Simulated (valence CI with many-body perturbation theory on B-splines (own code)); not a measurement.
Energy levels of Os XXVII

Level of theory: valence CI with perturbative core correlation (CI+MBPT): four valence electrons over a frozen Dirac-Fock core [Kr] 4d10, radial functions for each j: 8 s, 8 p, 9 d, 9 f, 6 g, 3 h, 2 i, with the one-electron correlation potential Σ1, the two-electron term Σ2, the three-electron term Σ3, Breit, model QED; selected CI, second order for the rest (own B-spline code, finite nucleus).

The last digits are not significant, and no measured levels were compared; by estimate large intervals hold to a few tenths of a per cent, small ones and those within an open d or f shell to about a per cent. Core correlation moves these levels by up to 4700 cm⁻¹, and in measured spectra 5 to 20 % of such shifts remained as error; rates that hang on mixing are uncertain with them. Only levels of the ground parity were solved; by the run's estimate the other parity begins above the list, which can be wrong where configurations are misplaced.

Levels 1 to 45 of 66, with energies above the lowest level, (4f5/2^4) J=4. "Leading %" is the weight of the configuration and term that name the level; weights of strongly mixed levels are sums over their largest components and can fall short. In the jj column 3d3/2^4 stands for four electrons in 3d with j = 3/2. Lifetimes count E1, E2, E3, M1 and M2 decay at the calculated energies, and are blank where another channel may lead or the interval is too uncertain; long ones can be off by a factor of two.

```
No.  Configuration  Term   J  E (cm⁻¹)  Leading %      g  Lifetime  Second component              Leading jj
  1            4f⁴    ⁵I   4       0.0         78  0.649                 19 % 4f⁴ ³H          4f5/2^4 (63 %)
  2            4f⁴    ⁵I   5     18036         89  0.911   3.20 ms        9 % 4f⁴ ³H    4f5/2^3 4f7/2 (80 %)
  3            4f⁴    ⁵I   6     32497         85  1.049   5.20 ms       10 % 4f⁴ ³K  4f5/2^2 4f7/2^2 (55 %)
  4            4f⁴    ⁵F   2     36538         32  0.936    43.2 s       22 % 4f⁴ ³F          4f5/2^4 (83 %)
  5            4f⁴    ⁵I   7     43293         65  1.115   15.9 ms       25 % 4f⁴ ³K    4f5/2^3 4f7/2 (43 %)
  6            4f⁴    ⁵F   1     45722         78  0.127   29.6 ms       20 % 4f⁴ ³D    4f5/2^3 4f7/2 (90 %)
  7            4f⁴    ³G   4     47172         28  1.018   1.48 ms       15 % 4f⁴ ³H    4f5/2^3 4f7/2 (60 %)
  8            4f⁴    ⁵I   8     51794         45  1.146   60.6 ms       33 % 4f⁴ ³K    4f5/2^3 4f7/2 (50 %)
  9            4f⁴    ⁵F   3     53378         62  1.131   6.77 ms       19 % 4f⁴ ³G    4f5/2^3 4f7/2 (85 %)
 10            4f⁴    ⁵G   2     56765         56  0.597   9.50 ms       21 % 4f⁴ ⁵F    4f5/2^3 4f7/2 (81 %)
 11            4f⁴    ⁵S   2     58671         55  1.658   11.6 ms       25 % 4f⁴ ³P    4f5/2^3 4f7/2 (67 %)
 12            4f⁴    ⁵G   3     59859         56  0.940   2.99 ms       21 % 4f⁴ ³G    4f5/2^3 4f7/2 (94 %)
 13            4f⁴    ³K   6     64265         81  0.892   1.04 ms       11 % 4f⁴ ⁵I  4f5/2^2 4f7/2^2 (58 %)
 14            4f⁴    ³G   5     67876         31  1.200   2.53 ms       28 % 4f⁴ ⁵F    4f5/2^3 4f7/2 (54 %)
 15            4f⁴    ³L   7     69014         52  0.982   1.43 ms       26 % 4f⁴ ⁵I    4f5/2^3 4f7/2 (45 %)
 16            4f⁴    ⁵F   4     71464         67  1.228   1.72 ms       11 % 4f⁴ ³H  4f5/2^2 4f7/2^2 (72 %)
 17            4f⁴    ³M   8     74623         40  1.035   2.27 ms       32 % 4f⁴ ⁵I    4f5/2^3 4f7/2 (45 %)
 18            4f⁴    ⁵G   4     82693         64  1.038    813 μs       24 % 4f⁴ ³H  4f5/2^2 4f7/2^2 (80 %)
 19            4f⁴    ⁵F   2     84651         28  1.154    970 μs       24 % 4f⁴ ³D  4f5/2^2 4f7/2^2 (78 %)
 20            4f⁴    ³G   3     85568         54  0.883   1.13 ms       25 % 4f⁴ ⁵G  4f5/2^2 4f7/2^2 (88 %)
 21            4f⁴    ⁵F   5     86383         50  1.262   2.10 ms       21 % 4f⁴ ⁵G  4f5/2^2 4f7/2^2 (53 %)
 22            4f⁴    ⁵D   0     89304         58           862 ms       40 % 4f⁴ ³P          4f5/2^4 (70 %)
 23            4f⁴    ³P   1     91144         58  1.032   1.21 ms       25 % 4f⁴ ³D  4f5/2^2 4f7/2^2 (88 %)
 24            4f⁴    ³F   2     92473         36  1.061   1.21 ms       35 % 4f⁴ ¹D  4f5/2^2 4f7/2^2 (67 %)
 25            4f⁴    ³I   5     95366         55  0.954   1.38 ms       20 % 4f⁴ ¹H  4f5/2^2 4f7/2^2 (57 %)
 26            4f⁴    ³L   8     96317         64  1.003   2.77 ms       28 % 4f⁴ ¹L  4f5/2^2 4f7/2^2 (91 %)
 27            4f⁴    ³F   4     97251         50  1.200   1.45 ms       16 % 4f⁴ ⁵D  4f5/2^2 4f7/2^2 (73 %)
 28            4f⁴    ³H   5     97306         47  1.122   1.33 ms       41 % 4f⁴ ⁵G  4f5/2^2 4f7/2^2 (49 %)
 29            4f⁴    ³M   9     97346         61  1.047   2.21 ms       39 % 4f⁴ ³L  4f5/2^2 4f7/2^2 (97 %)
 30            4f⁴    ⁵G   6     97933         56  1.236   2.33 ms       31 % 4f⁴ ³H  4f5/2^2 4f7/2^2 (57 %)
 31            4f⁴    ³D   3     98149         45  1.255   2.40 ms       26 % 4f⁴ ³F  4f5/2^2 4f7/2^2 (80 %)
 32            4f⁴    ³P   0     99659         88          4.72 ms       12 % 4f⁴ ⁵D  4f5/2^2 4f7/2^2 (94 %)
 33            4f⁴    ³K   7    101300         52  0.979    622 μs       36 % 4f⁴ ³L    4f5/2 4f7/2^3 (68 %)
 34            4f⁴    ⁵D   1    101650         81  1.497   7.92 ms       19 % 4f⁴ ³P    4f5/2^3 4f7/2 (82 %)
 35            4f⁴    ³F   2    104580         50  0.718    601 μs       21 % 4f⁴ ⁵G  4f5/2^2 4f7/2^2 (90 %)
 36            4f⁴    ³I   6    105600         48  1.100   4.28 ms       35 % 4f⁴ ³H  4f5/2^2 4f7/2^2 (69 %)
 37            4f⁴    ³M   8    105870         36  1.044    828 μs       33 % 4f⁴ ³K  4f5/2^2 4f7/2^2 (42 %)
 38            4f⁴    ³F   4    107960         28  1.082   1.52 ms       22 % 4f⁴ ³H    4f5/2^3 4f7/2 (64 %)
 39            4f⁴    ⁵D   2    112140         80  1.455   4.33 ms       10 % 4f⁴ ³P  4f5/2^2 4f7/2^2 (58 %)
 40            4f⁴    ³I   7    112330         64  1.089   1.98 ms       24 % 4f⁴ ¹K  4f5/2^2 4f7/2^2 (77 %)
 41            4f⁴    ³G   4    114360         56  1.079    903 μs       15 % 4f⁴ ³F    4f5/2 4f7/2^3 (56 %)
 42            4f⁴    ³H   6    114490         50  1.121   1.10 ms       19 % 4f⁴ ¹I  4f5/2^2 4f7/2^2 (50 %)
 43            4f⁴    ³M  10    116670         84  1.081   11.1 ms       16 % 4f⁴ ¹N  4f5/2^2 4f7/2^2 (69 %)
 44            4f⁴    ⁵D   3    119500         43  1.307   1.69 ms       26 % 4f⁴ ³D  4f5/2^2 4f7/2^2 (49 %)
 45            4f⁴    ³F   3    123990         67  1.128    972 μs       14 % 4f⁴ ⁵D    4f5/2 4f7/2^3 (52 %)
```

Where two levels of one J and parity lie close, their mixing, g and order are uncertain.

The ionisation energy to 4f³ ⁴I°9/2 of the next ion comes out as 844.33 eV (NIST: 870 ± 40 eV (theoretical)). All 66 levels together are meant to be complete up to 152140 cm⁻¹.
